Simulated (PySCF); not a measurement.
# Relaxation of singlet TeNBr₃

Method: PySCF, B3LYP, basis Te def2-SVP with ECP28, N def2-SVP, Br def2-SVP (scalar-relativistic core potentials, no spin–orbit coupling, density fitting). A (50,194) grid was used.

A hand-made square planar start, of C2v symmetry, held to at least that symmetry:

```xyz
5
charge 0 multiplicity 1, angstrom
Te    0.0000   -0.4491    0.0000
N     0.0000   -2.3291    0.0000
Br    2.5000   -0.4491    0.0000
Br    0.0000    2.0509    0.0000
Br   -2.5000   -0.4491    0.0000
```

At each step, columns x, y, z (Å) and Fx, Fy, Fz (eV/Å):

```
step 0  E − E(last) = 46.08 kJ/mol
Te   0.000  -0.449   0.000   0.000  -2.041   0.000
N    0.000  -2.329   0.000   0.000  -0.157   0.000
Br   2.500  -0.449   0.000   1.672   0.657   0.000
Br   0.000   2.051   0.000   0.000   0.884   0.000
Br  -2.500  -0.449   0.000  -1.672   0.657   0.000
step 1  E − E(last) = 12.03 kJ/mol
Te   0.000  -0.516   0.000   0.000  -1.099   0.000
N    0.000  -2.384   0.000   0.000  -0.064   0.000
Br   2.581  -0.385   0.000   0.580   0.401   0.000
Br   0.000   2.044   0.000   0.000   0.360   0.000
Br  -2.581  -0.385   0.000  -0.580   0.401   0.000
step 2  E − E(last) = 1.13 kJ/mol
Te   0.000  -0.584   0.000   0.000  -0.216   0.000
N    0.000  -2.438   0.000   0.000  -0.116   0.000
Br   2.630  -0.316   0.000   0.041   0.144   0.000
Br   0.000   2.029   0.000   0.000   0.045   0.000
Br  -2.630  -0.316   0.000  -0.041   0.144   0.000
step 3  E − E(last) = 0.17 kJ/mol
Te   0.000  -0.609   0.000   0.000  -0.056   0.000
N    0.000  -2.464   0.000   0.000  -0.005   0.000
Br   2.640  -0.287   0.000  -0.068   0.040   0.000
Br   0.000   2.021   0.000   0.000  -0.019   0.000
Br  -2.640  -0.287   0.000   0.068   0.040   0.000
step 4  E − E(last) = 0.06 kJ/mol
Te   0.000  -0.615   0.000   0.000  -0.010   0.000
N    0.000  -2.470   0.000   0.000   0.002   0.000
Br   2.637  -0.278   0.000  -0.060   0.013   0.000
Br   0.000   2.017   0.000   0.000  -0.019   0.000
Br  -2.637  -0.278   0.000   0.060   0.013   0.000
step 5  E − E(last) = 0.01 kJ/mol
Te   0.000  -0.620   0.000   0.000   0.006   0.000
N    0.000  -2.475   0.000   0.000   0.007   0.000
Br   2.631  -0.272   0.000  -0.023  -0.003   0.000
Br   0.000   2.013   0.000   0.000  -0.007   0.000
Br  -2.631  -0.272   0.000   0.023  -0.003   0.000
step 6  E − E(last) = 0.00 kJ/mol
Te   0.000  -0.620   0.000   0.000   0.004   0.000
N    0.000  -2.474   0.000   0.000   0.002   0.000
Br   2.628  -0.272   0.000  -0.004  -0.002   0.000
Br   0.000   2.013   0.000   0.000  -0.001   0.000
Br  -2.628  -0.272   0.000   0.004  -0.002   0.000
```

It ends at C2v with Te–Br 2.632 Å, Te–Br 2.652 Å (×2), Te–N 1.855 Å; Br–Te–Br 82.4° (×2), Br–Te–Br 164.9°, Br–Te–N 97.6° (×2), Br–Te–N 180.0° (after a last refinement on a finer grid). A frequency run shows 1 imaginary mode, down to 57i cm⁻¹, so it is a saddle point. Other isomers or separated fragments may lie lower.

The relaxation took of the order of 2.5 core-minutes on a shared host.
